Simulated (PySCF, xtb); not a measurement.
Mg(Me) (CH3Mg), SMILES [CH3][Mg+], charge +1.

Harmonic wavenumbers (cm⁻¹) from GFN2-xTB in xtb 6.7.1 at its own minimum, in rising order: 469, 619, 619, 1103, 1312, 1312, 2868, 2876, 2877.

Task: What does PySCF 2.14.0 with PBE0-D3(BJ)/def2-TZVP give at its own minimum? (Estimate from the structure and the level; the computed values follow.)

Result: 533, 660, 660, 1099, 1414, 1414, 3068, 3191, 3191. Paired by order, the mean absolute difference is 131 cm⁻¹ and the zero-point energies are 20.1 and 21.8 kcal/mol.
